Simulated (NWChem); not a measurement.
System: CuF; SMILES [Cu][F]

Output (shortened):

```
             Northwest Computational Chemistry Package (NWChem) 7.3.0
             --------------------------------------------------------

                             Geometry "geometry" -> ""
                             -------------------------

 Output coordinates in angstroms (scale by  1.889725989 to convert to a.u.)

  No.       Tag          Charge          X              Y              Z
 ---- ---------------- ---------- -------------- -------------- --------------
    1 Cu                  29.0000     0.00000000     0.00000000    -0.42007200
    2 F                    9.0000     0.00000000     0.00000000     1.32264500

 Effective nuclear repulsion energy (a.u.)      79.2528345044

                              NWChem Property Module
                              ----------------------

  itol2e modified to match energy
  convergence criterion.

                                 NWChem DFT Module
                                 -----------------

 Summary of "ao basis" -> "ao basis" (spherical)
 ------------------------------------------------------------------------------
       Tag                 Description            Shells   Functions and Types
 ---------------- ------------------------------  ------  ---------------------
 Cu                         pcsseg-1                15       45   5s6p3d1f
 F                          pcsseg-1                 7       17   3s3p1d

  itol2e modified to match energy
  convergence criterion.

            General Information
            -------------------
          SCF calculation type: DFT
          Wavefunction type:  closed shell.
          No. of atoms     :     2
          No. of electrons :    38
           Alpha electrons :    19
            Beta electrons :    19
          Charge           :     0
          Spin multiplicity:     1
          Use of symmetry is: off; symmetry adaption is: off
          Maximum number of iterations: 150
          AO basis - number of functions:    62
                     number of shells:    22
          Convergence on energy requested:  1.00D-07
          Convergence on density requested:  1.00D-05
          Convergence on gradient requested:  5.00D-04

              XC Information
              --------------
                         B3LYP Method XC Potential
                     Hartree-Fock (Exact) Exchange  0.200
                        Slater Exchange Functional  0.800 local
                    Becke 1988 Exchange Functional  0.720 non-local
              Lee-Yang-Parr Correlation Functional  0.810
                  VWN I RPA Correlation Functional  0.190 local

             Grid Information
             ----------------
          Grid used for XC integration:  fine
          Radial quadrature: Mura-Knowles
          Angular quadrature: Lebedev.
          Tag              B.-S. Rad. Rad. Pts. Rad. Cut. Ang. Pts.
          ---              ---------- --------- --------- ---------
          Cu                  1.35      140           7.0       974
          F                   0.50       70           7.0       590
          Grid pruning is: on
          Number of quadrature shells:   210
          Spatial weights used:  Erf1

      Superposition of Atomic Density Guess
      -------------------------------------

 Sum of atomic energies:       -1738.09163745

      Non-variational initial energy
      ------------------------------

[...]

          -----------------------------------------
          Chemical Shielding Tensors (GIAO, in ppm)
          -----------------------------------------

                                NWChem CPHF Module
                                ------------------

  scftype          =     RHF
  nclosed          =       19
  nopen            =        0
  variables        =      817
  # of vectors     =        3
  tolerance        = 0.10D-03
  level shift      = 0.00D+00
  max iterations   =       50
  max subspace     =       30

 SCF residual:    1.3943301581671327E-003

Iterative solution of linear equations
  No. of variables      817
  No. of equations        3
  Maximum subspace       30
        Iterations       50
       Convergence  1.0D-04

   iter   nsub   residual    time
   ----  ------  --------  ---------
     1      3    4.98D-01       7.1
     2      6    7.42D-02       8.2
     3      9    9.80D-03       9.3
     4     12    3.05D-04      10.4
     5     15    3.43D-05      11.5

      Atom:    1  Cu
        Diamagnetic
   2400.4515     -0.0000      0.0000
     -0.0000   2400.4515      0.0000
      0.0000      0.0000   2408.1256

        Paramagnetic
  -3030.8046     -0.0040      0.0019
     -0.0040  -3030.8056      0.0021
      0.0019      0.0021     -0.0000

        Total Shielding Tensor
   -630.3531     -0.0040      0.0019
     -0.0040   -630.3541      0.0021
      0.0019      0.0021   2408.1256

           isotropic =     382.4728
          anisotropy =    3038.4792

          Principal Components and Axis System
                 1           2           3
             2408.1256   -630.3576   -630.3495

      1         0.0000      0.6634      0.7482
      2         0.0000      0.7482     -0.6634
      3         1.0000     -0.0000     -0.0000

      Atom:    2  F
        Diamagnetic
    459.3479      0.0000     -0.0000
      0.0000    459.3479     -0.0000
     -0.0000     -0.0000    491.1001

        Paramagnetic
    317.9984      0.0072     -0.0002
      0.0072    318.0012     -0.0002
     -0.0002     -0.0002     -0.0000

        Total Shielding Tensor
    777.3463      0.0072     -0.0002
      0.0072    777.3492     -0.0002
     -0.0002     -0.0002    491.1001

           isotropic =     681.9319
          anisotropy =     143.1348

          Principal Components and Axis System
                 1           2           3
              777.3551    777.3404    491.1001

      1         0.6343      0.7731      0.0000
      2         0.7731     -0.6343      0.0000
      3        -0.0000     -0.0000      1.0000
```

Level: B3LYP/pcSseg-1, GIAO. Coordinates come from a PBE-D3(BJ)/def2-SVP optimisation. B3LYP is NWChem's, with the RPA form of VWN correlation. The printed shielding anisotropy is the first printed principal value minus the mean of the other two.

Q: Which NWChem input produces such a log?

A: Several could match; the one computed here: the input that was run:
```
start job
memory heap 200 mb stack 900 mb global 1100 mb
geometry units angstroms noautosym nocenter noautoz
  Cu     0.000000     0.000000    -0.420072
  F      0.000000     0.000000     1.322645
end
basis spherical
  Cu library pcsseg-1
  F library pcsseg-1
end
dft
  xc b3lyp
  iterations 150
end
property
  shielding
end
task dft property
```
